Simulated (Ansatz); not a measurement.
Mulliken charges of CH3IIn, SMILES `[CH3][In][I]` radical from PBE/def2-TZVPP in Ansatz (PBE0-D4/def2-TZVP geometry).

```
atom   x (Å)   y (Å)   z (Å)  charge (e)
  C1   0.751  -0.090  -0.448      -0.513
 In2  -1.086   1.033   0.046       0.465
  I3  -2.694  -0.183   1.886      -0.338
  H4   0.428  -1.059  -0.831       0.130
  H5   1.342   0.449  -1.185       0.126
  H6   1.300  -0.214   0.486       0.130
```

Problem. By hand: the dipole of these point charges (1 e Å = 4.8032 D).

Solution. Σ q r = (0.414, 0.479, -0.580) e Å, of length 0.859 e Å = 4.13 D.

Problem. How does the dipole of the full density compare? (Estimate.)

Solution. Ansatz gave: (0.444, 0.183, -0.411) e Å, 3.04 D; the point charges give 1.36 times that, at 20° from its direction.

Point charges leave out the atoms' own dipoles, such as those of lone pairs, and Mulliken's split depends on the basis, so the two needn't agree.
